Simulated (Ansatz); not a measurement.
`[NH2][Y]([NH2])[F]` + H₂O → `[NH2][Y]([OH])[F]` + NH₃  (formal hydrolysis of a Y–N bond)

Calculated with Ansatz (gas phase, PBE0-D4/def2-TZVP geometries, no zero-point term in ΔE). CBS: MP2 limit from def2 TZ/QZ plus the TZ coupled-cluster correction, frozen cores. This one scheme is used for every species. def2 core potentials past Kr. For Y outer-core shells are correlated without core-valence functions, which leaves a few kJ/mol of doubt a bond. Each species was taken in one conformer, which may not be the lowest.

```json
{"level": "SCS-MP2/def2-TZVPP", "ΔE (kJ/mol)": "-79.6"}
{"level": "CCSD(T)/def2-TZVPP", "ΔE (kJ/mol)": "-76.9"}
```

(1) What does CCSD(T)/CBS give? (An estimate is asked.)

Largest T1 diagnostic among the species: 0.014.

Answers

(1) Computed: -77.4 kJ/mol. The listed levels differ from it by -2.2, 0.5 kJ/mol.

At CCSD(T), def2-SVP lies −14.2 kJ/mol from the extrapolated value and def2-TZVPP +0.5 kJ/mol. In def2-TZVPP, CCSD(T) changes the Hartree–Fock value by +6.3 kJ/mol (the triples alone add +0.7 kJ/mol) and MP2 by +4.5 kJ/mol.
